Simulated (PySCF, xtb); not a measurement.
Ge(Cl)(OH)2(OMe) (CH5ClGeO3), SMILES [OH][Ge]([Cl])([OH])[O]C.

GFN2-xTB (xtb 6.7.1) at its own geometry gives an orbital gap of 6.23 eV and a dipole moment of 1.30 D.

Coordinates come from a PBE-D3(BJ)/def2-SVP optimisation. One conformer was computed; it need not be the lowest.

Q: What does PBE/def2-TZVP run with PySCF give? (Estimate from the structure and the level; the computed values follow.)

A: gap 5.00 eV (levels -6.90 and -1.89 eV), dipole 2.06 D.
